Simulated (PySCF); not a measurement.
This PySCF input asks for the NMR shieldings of `CC1=C(F)CP(C)C1`, C$_{6}$H$_{10}$FP; the geometry comes from GFN2-xTB.

```python
import basis_set_exchange as bse
import numpy as np
from pyscf import gto, dft
from pyscf.prop import nmr

atoms = """
C     2.177731   -0.731590   -0.712473
C     1.002639   -0.058171   -0.086514
C     0.495362    1.115209   -0.435469
F     0.995295    1.873812   -1.440390
C    -0.666978    1.671504    0.317469
P    -1.314270    0.228642    1.316208
C    -2.262118   -0.590828   -0.048354
C     0.298260   -0.696506    1.075468
H     2.587966   -0.116702   -1.509507
H     2.951365   -0.906215    0.034753
H     1.887641   -1.697875   -1.124819
H    -1.436749    2.072287   -0.346168
H    -0.346092    2.480170    0.981921
H    -2.537051   -1.595473    0.267937
H    -3.175877   -0.027905   -0.230053
H    -1.674361   -0.641658   -0.963644
H     0.906298   -0.613743    1.981971
H     0.102181   -1.758640    0.910005
"""
names = dict.fromkeys(["C", "F", "P", "H"], "pcSseg-1")
basis = {el: gto.basis.parse(bse.get_basis(n, elements=[el], fmt="nwchem")) for el, n in names.items()}
mol = gto.M(atom=atoms, basis=basis, charge=0, verbose=0)
mf = dft.RKS(mol, xc="PBE0")
mf.grids.level = 2
mf.grids.alignment = dft.numint.BLKSIZE   # the property module wants whole blocks of grid points
mf.conv_tol = 1e-9
mf.kernel()

calc = nmr.RKS(mf)   # GIAO
C = mf.mo_coeff
Co = C[:, mf.mo_occ > 0]
resp = mf.gen_response(singlet=True, hermi=2)
def vind(x):   # induced exchange potential for any number of trial vectors
    d = np.einsum("pi,xij,qj->xpq", C, 2 * x.reshape(-1, C.shape[1], Co.shape[1]), Co, optimize=True)
    return np.einsum("xpq,pi,qj->xij", resp(d - d.transpose(0, 2, 1)), C, Co, optimize=True).ravel()
mo1, _ = nmr.rhf.solve_mo1(calc, with_cphf=vind)
sigma = calc.kernel(mo1)
for i, s in enumerate(sigma):   # ppm
    print("%2d %-2s %9.2f" % (i, mol.atom_pure_symbol(i), np.trace(s) / 3))
```

**Question.** Give the expected output.

**Answer.** 
```
 0 C     170.75
 1 C      69.50
 2 C      21.44
 3 F     293.85
 4 C     151.44
 5 P     375.32
 6 C     172.02
 7 C     150.58
 8 H      29.18
 9 H      30.25
10 H      30.23
11 H      29.69
12 H      28.70
13 H      30.90
14 H      30.86
15 H      30.30
16 H      29.05
17 H      30.12
```

These numbers come from an equivalent density-fitted implementation of the same equations, which agrees with the script to about 0.01 ppm for H and up to a few tenths of a ppm for heavy atoms, so last digits may differ.

Size and cost of the density-fitted run: 193 basis functions, 31 s wall time on 1 thread of an Arm Neoverse V2, shared host; peak memory 0.86 GiB.
